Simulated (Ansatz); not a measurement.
The Al1–H2 bond of C2H5Al (SMILES C=[CH][AlH2]) is stretched (multiplicity 1, the rest rigid).
Geometry at rest (charge 0, multiplicity 1):
```xyz
8

Al    -0.1364     0.1629     1.1626
H     -0.8151     1.5910     1.2176
H      0.1783    -0.6444     2.4857
C      0.2915    -0.5524    -0.5896
C      0.0180     0.1449    -1.6988
H      0.7594    -1.5259    -0.7301
H      0.2417    -0.2199    -2.6984
H     -0.4483     1.1257    -1.6579
```

Cores are frozen in the correlated methods.

The values were computed with Ansatz (an electronic-structure program). Each number belongs to the level named beside it.

FIC-MRCISD+Q on CASSCF(2,2)/cc-pV(T+d)Z, total energies (hartree):

```tsv
R (Å)	CASSCF	MRCISD	weight c² of the reference
1.582	-320.578936	-320.961988	0.87943
2.769	-320.495693	-320.869416	0.88036
5.063	-320.454792	-320.824492	0.88146
```

### Question
Add the Davidson correction (E_MRCISD − E_CASSCF)(1 − c²)/c² and give the energies above the first point at the three levels.

### Answer

Corrections (hartree): -0.052515, -0.050790, -0.049719. Above the first point (kcal/mol):
- R = 2.769 Å: CASSCF 52.2, MRCISD 58.1, with the correction 59.2
- R = 5.063 Å: CASSCF 77.9, MRCISD 86.3, with the correction 88.0
